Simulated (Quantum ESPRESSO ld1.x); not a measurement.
Values are calculated unless marked as measured or tabulated.
Species: Au V. Configuration: [Xe] 4f14 5d7. Level of theory: Dirac Kohn-Sham, PBE, spin-unpolarised, spherical densities, point nucleus; open shells fill j = l - 1/2 first (ld1.x of Quantum ESPRESSO 7.5). Some entries of the table are withheld. Estimate them.

| orbital | occ. | eigenvalue (eV) | <r> (bohr) |
|---|---|---|---|
| 1s1/2 | 2 | -80709.220 | 0.01686 |
| 2s1/2 | 2 | -14271.925 | 0.07044 |
| 2p1/2 | 2 | -13685.794 | 0.05798 |
| 2p3/2 | 4 | -11849.887 | 0.06653 |
| 3s1/2 | 2 | -3408.340 | 0.1833 |
| 3p1/2 | 2 | (1) | 0.1736 |
| 3p3/2 | 4 | (2) | 0.1893 |
| 3d3/2 | 4 | -2304.543 | 0.1648 |
| 3d5/2 | 6 | -2217.484 | 0.1696 |
| 4s1/2 | 2 | -780.858 | 0.4068 |
| 4p1/2 | 2 | -668.752 | 0.4094 |
| 4p3/2 | 4 | -571.586 | 0.4434 |
| 4d3/2 | 4 | -388.442 | 0.4518 |
| 4d5/2 | 6 | -370.348 | 0.4630 |
| 5s1/2 | 2 | -159.911 | 0.9221 |
| 4f5/2 | 6 | -135.485 | 0.4944 |
| 4f7/2 | 8 | -131.668 | 0.5014 |
| 5p1/2 | 2 | -123.269 | 0.9919 |
| 5p3/2 | 4 | -106.286 | 1.082 |
| 5d3/2 | 4 | -55.955 | 1.363 |
| 5d5/2 | 3 | -53.964 | 1.401 |
| 6s1/2 | 0 | -44.487 | 2.165 |
| 6p1/2 | 0 | -35.450 | 2.452 |
| 6p3/2 | 0 | -32.762 | 2.630 |
| 6d3/2 | 0 | -21.184 | (3) |
| 6d5/2 | 0 | -20.833 | (4) |
| 5f5/2 | 0 | -18.218 | 3.033 |
| 5f7/2 | 0 | -18.159 | 3.051 |

Answer. 
(1) 3p1/2 eigenvalue (eV): -3145.333
(2) 3p3/2 eigenvalue (eV): -2740.177
(3) 6d3/2 <r> (bohr): 3.454
(4) 6d5/2 <r> (bohr): 3.510
